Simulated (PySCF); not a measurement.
C2H5NOSi, SMILES C(C[SiH2]O)#N. Geometry: PBE-D3(BJ)/def2-SVP. The structure was generated by enumeration, and PubChem lists no compound with its InChIKey, so it may never have been made. Other conformers were not sampled.

### Question
Give the equilibrium geometry at PBE-D3(BJ)/def2-SVP (PySCF confirms it by a frequency run) as bond lengths and angles, and its point group. (The exact figures need the calculation; the answer reports its results.)

### Answer
Several could match; the one computed here: point group Cs.
Atoms: N1 C2 C3 Si4 O5 H6 H7 H8 H9 H10. Bonded distances (Å): N1–C2 1.173, C2–C3 1.452, C3–Si4 1.906, C3–H6 1.111, C3–H7 1.111, Si4–O5 1.680, Si4–H8 1.504, Si4–H9 1.504, O5–H10 0.972. Angles (°): N1–C2–C3 177.4, C2–C3–Si4 111.7, C2–C3–H6 110.4, C2–C3–H7 110.4, Si4–C3–H6 108.5, Si4–C3–H7 108.5, H6–C3–H7 107.2, C3–Si4–O5 103.1, C3–Si4–H8 109.2, C3–Si4–H9 109.2, O5–Si4–H8 112.8, O5–Si4–H9 112.8, H8–Si4–H9 109.6, Si4–O5–H10 116.5.
